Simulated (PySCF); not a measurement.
Compound: C9H11 (charge +1).
Z-matrix (Å and degrees, GFN2-xTB geometry), rows numbered from 1:
```
C 
C   1  1.3219
C   2  1.4920  1  123.40
C   3  1.5816  2  110.56  1   118.67
C   4  1.4598  3  113.67  2   -68.69
C   5  1.3676  4  121.65  3   132.06
C   6  1.3990  5  120.06  4    -0.07
C   7  1.3980  6  121.18  5     0.77
C   8  1.3686  7  120.05  6    -0.75
H   1  1.0777  2  122.16  3    -2.04
H   1  1.0759  2  121.64  3   175.89
H   2  1.0819  1  121.03  3  -178.70
H   3  1.0897  2  110.53  1    -2.27
H   3  1.0907  2  110.04  1  -122.69
H   4  1.1046  3   99.88  2   178.44
H   5  1.0807  4  117.81  3   -47.22
H   6  1.0796  5  120.43  4  -179.81
H   7  1.0808  6  119.43  5  -179.18
H   8  1.0796  7  119.55  6   179.62
H   9  1.0811  4  117.80  3    46.89
```

Probes without a nucleus sit at each ring's centroid and 1 Å off its mean plane on both sides; NICS is minus the shielding there, NICSzz its component along the normal. Level: GIAO PBE0/pcSseg-1 (PySCF, non-relativistic, gas phase) on the GFN2-xTB geometry, one conformer.

Ring bond lengths (Å), with Mayer bond orders in brackets: C4–C5 1.460 (1.07), C5–C6 1.368 (1.55), C6–C7 1.399 (1.33), C7–C8 1.398 (1.33), C8–C9 1.369 (1.55), C9–C4 1.459 (1.08).

**Question.** Give the NICS values of each ring in ppm.

**Answer.** 
```
             ring                                                    type  NICS(0)  NICS(1), two faces  NICS(1)zz, two faces  rms pucker (Å)  centre to ring atoms, mean (Å)
C4–C5–C6–C7–C8–C9  6-membered carbocycle; formal bonds 2 double, 4 single     -0.6         -6.7 / -6.5         -15.2 / -15.3            0.00                            1.41
```

**Question.** What can be read from them?

**Answer.** 
- C4–C5–C6–C7–C8–C9: mean NICS(1)zz -15.3 ppm, shielded. C4 has four or more neighbours; no verdict on aromaticity is drawn. NICS(0) lies 6 ppm above the mean NICS(1).

**Question.** At the first NICS(1) probe listed for ring C4–C5–C6–C7–C8–C9, 1 Å off the ring, what do the in-plane components average?

**Answer.** The isotropic value is a third of the trace: (3 × -6.7 − (-15.2))/2 = -2.5 ppm.

**Question.** How shielded are the nuclei of the rings and their hydrogens (means over atoms taken as equivalent)?

**Answer.** 
| atoms | environment | σ isotropic (ppm) | principal values of the symmetric part, first atom (ppm) |
| --- | --- | --- | --- |
| C4 | allylic carbon | 115.4 | 60.0, 103.4, 182.8 |
| C5 | alkene CH carbon | -17.1 | -164.2, -53.7, 166.5 |
| C6 | alkene CH carbon | 44.3 | -64.9, 19.2, 178.5 |
| C7 | carbon bonded to 2 C and H | 6.2 | -104.6, -53.6, 176.7 |
| C8 | carbon bonded to 2 C and H | 44.5 | -64.1, 19.3, 178.4 |
| C9 | carbon bonded to 2 C and H | -15.1 | -160.7, -51.0, 166.5 |
| H15 | methine hydrogen | 26.76 | 23.1, 23.7, 33.4 |
| H16 | vinylic hydrogen | 21.60 | 16.4, 21.0, 27.3 |
| H17 | vinylic hydrogen | 23.17 | 20.5, 22.7, 26.3 |
| H18 | hydrogen on carbon | 22.15 | 19.8, 20.9, 25.7 |
| H19 | hydrogen on carbon | 23.06 | 20.5, 22.6, 26.1 |
| H20 | hydrogen on carbon | 21.63 | 16.6, 21.3, 27.0 |
